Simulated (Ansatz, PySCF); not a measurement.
Bond stretch in H2Be, SMILES [BeH2]. The Be1–H3 bond (Be1 also carries H; H3 carries nothing else) is varied alone, starting from the PBE0/def2-TZVP optimised geometry.

- UKS-B3LYP/3-21G = unrestricted B3LYP/3-21G (PySCF 2.14.0)
- UKS-B3LYP = unrestricted B3LYP/cc-pVDZ (Ansatz, a first-principles code)
- UCCSD(T) = CCSD(T) on UHF/cc-pVDZ, frozen core in Ansatz
- RHF/STO-3G = restricted Hartree-Fock/STO-3G run with PySCF
- UCCSDT = Ansatz with CCSDT on UHF/cc-pVDZ, frozen core

Energies are in eV, each relative to the lowest point of its own curve near equilibrium.

| R / Å | UKS-B3LYP/3-21G | UKS-B3LYP | UCCSD(T) | RHF/STO-3G | UCCSDT |
|---|---|---|---|---|---|
| 0.99 | 1.587 | 1.558 | 1.626 | 1.566 | 1.627 |
| 1.08 | 0.752 | 0.725 | 0.766 | 0.676 | 0.766 |
| 1.13 | 0.451 | 0.430 | 0.459 | 0.367 | 0.460 |
| 1.19 | 0.208 | 0.195 | 0.212 | 0.133 | 0.213 |
| 1.27 | 0.039 | 0.034 | 0.040 | 0.004 | 0.041 |
| 1.30 | 0.011 | 0.009 | 0.012 | 0.000 | 0.012 |
| 1.34 | 0.000 | 0.000 | 0.000 | 0.025 | 0.000 |
| 1.37 | 0.008 | 0.009 | 0.007 | 0.065 | 0.007 |
| 1.43 | 0.059 | 0.062 | 0.056 | 0.189 | 0.056 |
| 1.49 | 0.148 | 0.150 | 0.142 | 0.364 | 0.142 |
| 1.55 | 0.265 | 0.267 | 0.257 | 0.579 | 0.257 |
| 1.66 | 0.533 | 0.533 | 0.520 | 1.053 | 0.519 |
| 1.80 | 0.931 | 0.929 | 0.911 | 1.753 | 0.909 |
| 2.01 | 1.570 | 1.564 | 1.531 | 2.903 | 1.527 |
| 2.19 | 2.113 | 2.100 | 2.040 | 3.909 | 2.032 |
| 2.39 | 2.684 | 2.657 | 2.546 | 4.987 | 2.531 |
| 2.68 | 3.363 | 3.317 | 3.130 | 6.403 | 3.107 |
| 2.93 | 3.713 | 3.662 | 3.490 | 7.447 | — |
| 3.26 | 3.971 | 3.918 | 3.791 | 8.564 | — |
| 3.67 | 4.121 | 4.069 | 3.961 | 9.579 | — |
| 4.05 | 4.182 | 4.130 | 4.005 | 10.225 | — |
| 4.66 | 4.217 | 4.165 | 4.019 | 10.857 | — |

At the longest distance, 4.66 Å, RHF/STO-3G lies highest above its minimum (10.857 eV) and UCCSD(T) lowest (4.019 eV).

Dashes: no converged value, or the column stops at the first point that the program doubted or that broke a chosen test of continuity, which isn't proof of a fault.

The unrestricted determinant behind UKS-B3LYP/3-21G, UKS-B3LYP is spin-contaminated at 2.68 to 4.66 Å (<S²> up to 1.0, against 0.00 for a pure singlet). The unrestricted determinant behind UCCSD(T), UCCSDT is spin-contaminated at 2.19 to 4.66 Å (<S²> up to 1.0, against 0.00 for a pure singlet). The restricted form behind RHF/STO-3G keeps the bonding electrons paired and can't separate into open-shell fragments.
